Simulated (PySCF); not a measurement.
# One molecule, several mistakes: BH3N2Si

Calculated results; nothing here was measured. The program is PySCF 2.14.0, an open-source quantum chemistry code, run on an isolated molecule that a program drew, which may never have been made. The molecule is BH3N2Si (charge 0, singlet), drawn as the SMILES string `N=B[Si]N`.

Each row is a Hartree-Fock (HF) and frozen-core CCSD(T) single point in the cc-pV(D+d)Z basis, meant for a local HF minimum. Run 1 is clean. Each other run has one planted mistake out of seven kinds, and not every kind appears here: one electron removed, one electron added, multiplicity raised by two, geometry at a saddle point, minimal basis STO-3G, one bond length entered in bohr, all coordinates scaled. The reference is restricted for singlets and unrestricted otherwise, and also for a bond in bohr. Adding or removing an electron swaps singlet and doublet. Electrons count all cores. HOMO and LUMO are orbital energies over both spins, the gradient is its largest component, and the lowest frequency (negative if imaginary) is given only where the gradient is small. Bond lengths are over the 6 bonds as drawn. T1 is the CCSD diagnostic: over 0.02 (restricted) or 0.045 (unrestricted) a single reference is doubtful.

Geometry of the clean run:
```xyz
7
BH3N2Si, angstrom
N    -0.9009   -2.4382   -1.1431
B    -1.8310   -1.8296   -0.6097
Si   -3.3564   -0.8436    0.3651
N    -4.0807   -0.1609   -1.0145
H    -0.1554   -2.9271   -1.5633
H    -3.7920   -0.2573   -1.9697
H    -4.8962    0.4177   -0.9329
```

| run | electrons | basis functions | <S^2> | HOMO (eV) | LUMO (eV) | gradient (hartree/bohr) | lowest frequency (cm^-1) | mean bond (Å) | longest bond (Å) | T1 | HF (hartree) | CCSD(T) (hartree) | mistake |
|---|---|---|---|---|---|---|---|---|---|---|---|---|---|
| 1 | 36 | 80 | 0.000 | -8.77 | 1.40 | 2.0e-05 | 143 | 1.3311 | 2.061 | 0.0192 | -424.27210 | -424.81942 | no fault |
| 2 | 36 | 80 | 0.000 | -9.19 | 1.01 | 6.7e-02 | - | 1.4163 | 2.193 | 0.0232 | -424.24318 | -424.80713 | all coordinates scaled |
| 3 | 36 | 80 | 2.008 | -6.95 | 0.31 | 3.4e-02 | - | 1.3311 | 2.061 | 0.0213 | -424.21461 | -424.73479 | multiplicity raised by two |
| 4 | 36 | 27 | 0.000 | -5.99 | 6.57 | 7.6e-02 | - | 1.3311 | 2.061 | 0.0245 | -419.17341 | -419.41273 | minimal basis STO-3G |
| 5 | 36 | 80 | 2.005 | -7.08 | 1.46 | 3.5e-02 | - | 1.5139 | 2.330 | 0.0570 | -424.03971 | -424.51356 | ? |

**Which mistake was planted in run 5, and what did it cost?**

The mean bond changes by a factor of 1.137 and the longest by 1.131, so the molecule wasn't scaled as a whole. A length L in bohr read as angstrom grows by (1/0.5292 - 1) L = 0.890 L. The 6 bonds together grew by 6 x 0.1828 = 1.097 Å, which gives L = 1.233 Å. That is bond N1-B2, 1.233 Å in the clean geometry. So the mistake is: one bond length entered in bohr. Subtracting run 1 and multiplying by 627.51 kcal/mol a hartree, the energy moved by 145.8 kcal/mol in HF and 191.9 kcal/mol in CCSD(T).

Cautions from the logs. Run 2: T1 is over the limit, so its CCSD(T) energy is less reliable; run 4: T1 is over the limit, so its CCSD(T) energy is less reliable; run 5: T1 is over the limit, so its CCSD(T) energy is less reliable.
